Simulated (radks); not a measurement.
Task: Coherent X-ray form factor from a spherical all-electron density. Method: scalar-relativistic Kohn-Sham, B86b exchange with PBE correlation, spin-unpolarised, spherical densities, point nucleus; computed with a radial shooting solver on a logarithmic mesh with Libxc functionals.

sin(theta)/lambda (1/angstrom)  f0 (electrons)
0.05                                    51.398
0.1                                     49.712
0.15                                    47.255
0.2                                     44.408
0.25                                    41.497
0.3                                     38.732
0.4                                     33.919
0.5                                     29.960
0.6                                     26.625
0.8                                     21.524
1                                       18.207
1.25                                    15.437
1.5                                     13.142
2                                        9.186

The species is in the configuration that NIST lists as its ground one. Which atom or ion scatters so?

Result: The barium ion Ba4+, [Kr] 4d10 5s2 5p4. Extrapolating in s^2 from the first two rows gives f0(0) = 52.0, near the electron count 52; among species with that count, the fall with angle is slower the higher Z, and the table is that of Z = 56; from so few rows the species is fixed only to a neighbour or two.
